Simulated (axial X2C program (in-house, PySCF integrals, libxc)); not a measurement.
## Potential curves of As₂⁺, spin-free

Calculated with an in-house all-electron X2C program for linear molecules (integrals from PySCF). Spin-free means the one-electron spin-free X2C Hamiltonian. Basis: As dyall-cv3z [9s9p6d4f1g] (cores contracted in-house); Gaussian nuclei, density fitting, unrestricted open shells. Masses: As 74.922 u.

State: M_S = 1/2, Λ = 1 (beyond evenly filled blocks: π+α, π+β, π-α). Energies in eV from the fragments at the same level (As+ + As). Fits are polynomials in 1 − R0/R over 0.85 to 1.23 times the lowest point R0.

```json
{"R (Å)": "1.9010", "PBEsol": "-3.4174", "CCSD(T)": "", "MP2": "-2.1532"}
{"R (Å)": "1.9884", "PBEsol": "-4.1953", "CCSD(T)": "-3.0672", "MP2": "-2.9888"}
{"R (Å)": "2.0539", "PBEsol": "-4.5404", "CCSD(T)": "-3.4489", "MP2": "-3.3691"}
{"R (Å)": "2.1195", "PBEsol": "-4.7315", "CCSD(T)": "-3.6699", "MP2": "-3.5921"}
{"R (Å)": "2.1850", "PBEsol": "-4.8027", "CCSD(T)": "-3.7661", "MP2": "-3.6946"}
{"R (Å)": "2.2615", "PBEsol": "-4.7713", "CCSD(T)": "-3.7598", "MP2": "-3.7022"}
{"R (Å)": "2.3380", "PBEsol": "-4.6488", "CCSD(T)": "-3.6600", "MP2": "-3.6250"}
{"R (Å)": "2.4363", "PBEsol": "-4.3994", "CCSD(T)": "-3.4389", "MP2": "-3.4474"}
{"R (Å)": "2.5564", "PBEsol": "-4.0082", "CCSD(T)": "", "MP2": "-3.1714"}
{"R (Å)": "2.7313", "PBEsol": "-3.3629", "CCSD(T)": "", "MP2": "-2.7596"}
```

Correlated methods: 9 electrons correlated (number of frozen shells: As 3 s, 2 p, 1 d), 267 virtual spin orbitals or spinors in MP2.

The state is one determinant whose occupation by symmetry is held fixed; it was picked as the lowest of a PBE0 search that is not exhaustive. Dissociation energies refer to the lowest single-determinant-based atoms at the same level and basis. CCSD and (T) use frozen natural virtuals with an MP2 correction for the truncation; (T) itself is uncorrected, so its De runs slightly low. Without a current term, density functionals place determinants with orbital angular momentum somewhat too high. At some level and bond length an empty orbital lies below a filled one. Spin-free De lacks the spin–orbit lowering of the heavy p-block atom, a tenth of an eV or more for 4p and 5p, up to an eV for 6p and one to two eV for 7p atoms, less what an open-shell molecule gains itself. Coupled cluster ran on the points near the minimum only. MP2 and coupled cluster on one determinant become unreliable at the stretched end.

Task: What are Re, ωe and De at the PBEsol level?

Result: At PBEsol, spin-free: Re = 2.201 Å, ωe ≈ 381 cm⁻¹, De = 4.81 eV to As+ + As; Be follows as 0.0929 cm⁻¹.

Task: Fit the CCSD(T) curve near its minimum: give the equilibrium distance, the harmonic wavenumber and the well depth.

Result: At CCSD(T), spin-free: Re = 2.218 Å, ωe ≈ 373 cm⁻¹, De = 3.78 eV to As+ + As; Be follows as 0.0915 cm⁻¹.

Task: What are Re, ωe and De at the MP2 level?

Result: At MP2, spin-free: Re = 2.228 Å, ωe ≈ 351 cm⁻¹, De = 3.71 eV to As+ + As; Be follows as 0.0907 cm⁻¹.
